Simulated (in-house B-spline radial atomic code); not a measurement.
Ionising the manganese ion Mn⁶⁺ with different functionals

Computed with a B-spline radial code for spherical atoms: non-relativistic Hamiltonian, point nucleus, spin-polarised at highest spin, spherical fractional occupations for the functionals, and exact exchange of hybrids averaged over the configuration. The ionisation energy is the difference of two self-consistent energies, [Ar] 3d1 → [Ne] 3s2 3p6, without Breit or QED terms; ε is the level of the shell that loses the electron (its least bound occupied spin orbital).

| method | rung | ΔSCF (eV) | -ε(3d) (eV) |
| --- | --- | --- | --- |
| PBE0 | global hybrid | 119.88 | 110.89 |
| B3LYP | global hybrid | 120.05 | 110.36 |
| TPSSh | global hybrid | 119.63 | 108.66 |
| M06-2X | global hybrid | 119.90 | 114.78 |
| BHandHLYP | global hybrid | 119.83 | 114.23 |
| r2SCAN0 | global hybrid | 119.41 | 110.61 |
| B97-1 | global hybrid | 119.85 | 110.31 |
| HSE06 | range-separated hybrid | 119.84 | 110.43 |
| wB97X | range-separated hybrid | 119.62 | 113.05 |
| CAM-B3LYP | range-separated hybrid | 120.00 | 112.38 |
| LC-wPBE | range-separated hybrid | 119.97 | 113.20 |

Question: Among the functionals, which spreads more, the ΔSCF values or the orbital energies?

Answer: The orbital energies: ΔSCF values span about 0.64 eV and the orbital energies 6.13 eV; here energy differences depend much less on the functional than eigenvalues do.

Question: How do they compare with the NIST value?

Answer: NIST lists 119.20 eV ± 0.012 (measured, ground level to ground level). Errors run from +0.21 to +0.84 eV; r2SCAN0 is closest (+0.21 eV), but part of that can be cancellation, since the calculations leave out relativity, Breit-QED terms, multiplet and fine-structure energies.
